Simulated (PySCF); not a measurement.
Work out the structure from these simulated measurements.

Formula: B3H6N.

- UV, strongest line: among the 10 lowest singlet transitions: S7/S8 at 7.78 eV (159 nm, f = 0.444 summed over these states) [TDDFT wB97X-D/def2-SVPD]
- UV, first state: lowest singlet excitation: 6.03 eV (206 nm, f = 0.000 summed over 2 states within 0.01 eV) [TDDFT wB97X-D/def2-SVPD]
- Valence photoelectron: vertical ionisation energy: 11.46 eV [ΔSCF wB97X-D/def2-SVPD]
- Rotational structure: rotational constants A, B, C: 10.044, 10.038, 5.021 GHz [PBE0-D3(BJ)/def2-SVP]
- Triplet: lowest triplet excitation (Tamm–Dancoff): 5.48 eV [TDA wB97X-D/def2-SVPD]
- NMR, other nuclei: isotropic shieldings of nuclei other than C and H, by class: 35 (3 B), 20 (1 N) ppm [GIAO PBE0/pcSseg-1]
- Couplings: largest of the computed one-bond spin–spin couplings (means over like bonds): 11B–1H +149.1 (×6), 15N–11B -18.0 (×3) Hz [B3LYP/pcJ-1]
- XPS: B1s 196.7 (×3), N1s 405.4 eV [ΔSCF SCAN, pcX-2 on the ionised atom, pcseg-1 elsewhere, spin-free X2C]
- Dipole: 0.00 D [wB97X-D/def2-SVPD]

The electronic properties come from PySCF, for the isolated species, density fitting. Levels stand in brackets. Isolated species at its PBE0-D3(BJ)/def2-SVP geometry, gas phase. NMR values are class means; diastereotopic atoms form classes of their own.

Question: What is the compound? Reason from the data.

Answer: Numbering: `[BH2:1][N:2]([BH2:3])[BH2:4]`. The other shieldings belong to: 35 ppm, three-coordinate boron [B1/B3/B4]; 20 ppm, boron-bound nitrogen [N2]. The couplings run between: +149.1 Hz, three-coordinate boron [B1] and its hydrogen (with 5 like pairs); -18.0 Hz, boron-bound nitrogen [N2] and three-coordinate boron [B1] (with 2 like pairs). The core levels belong to: B1s 196.7 eV, three-coordinate boron [B1/B3/B4]; N1s 405.4 eV, boron-bound nitrogen [N2]. The first electron is taken from the HOMO, whose largest Löwdin shares are 0.17 on each of 3 atoms of one kind (three-coordinate boron). The vanishing dipole is forced by symmetry. The optimised geometry has point group D3h and is an oblate symmetric top (the spread among constants that symmetry makes equal is optimisation noise). Structure: `N(B)(B)B`. The assignments are read from this structure; whether some other isomer fits the data as well wasn't checked.
